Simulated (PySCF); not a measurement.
Stepwise substitution at one centre (B I-H). Gas-phase values, no solvent. Strings in code marks are SMILES.

All values below come from PySCF with CAM-B3LYP-D3(BJ)/def2-TZVP. Delta-SCF ions had no search for a lower state. Excitations are Tamm–Dancoff values on a coarser integration grid. The basis has no diffuse functions, so Rydberg states are missing or too high.

```json
[
 {"species": "0 of 3 I replaced by H (`IB(I)I`)", "S1–T1 gap (TDA) (eV)": "0.14", "T1 excitation (TDA) (eV)": "3.68", "brightest of the four lowest singlets (TDA) (eV)": "4.89", "vertical ionisation energy (Delta-SCF) (eV)": "9.42", "HOMO (eV)": "-8.60"},
 {"species": "1 of 3 I replaced by H (`IBI`)", "S1–T1 gap (TDA) (eV)": "0.16", "T1 excitation (TDA) (eV)": "3.94", "brightest of the four lowest singlets (TDA) (eV)": "4.98", "vertical ionisation energy (Delta-SCF) (eV)": "9.80", "HOMO (eV)": "-8.86"},
 {"species": "2 of 3 I replaced by H", "S1–T1 gap (TDA) (eV)": "0.24", "T1 excitation (TDA) (eV)": "3.79", "brightest of the four lowest singlets (TDA) (eV)": "5.55", "vertical ionisation energy (Delta-SCF) (eV)": "9.99", "HOMO (eV)": "-8.82"},
 {"species": "3 of 3 I replaced by H", "S1–T1 gap (TDA) (eV)": "–", "T1 excitation (TDA) (eV)": "–", "brightest of the four lowest singlets (TDA) (eV)": "–", "vertical ionisation energy (Delta-SCF) (eV)": "13.19", "HOMO (eV)": "-11.46"}
]
```
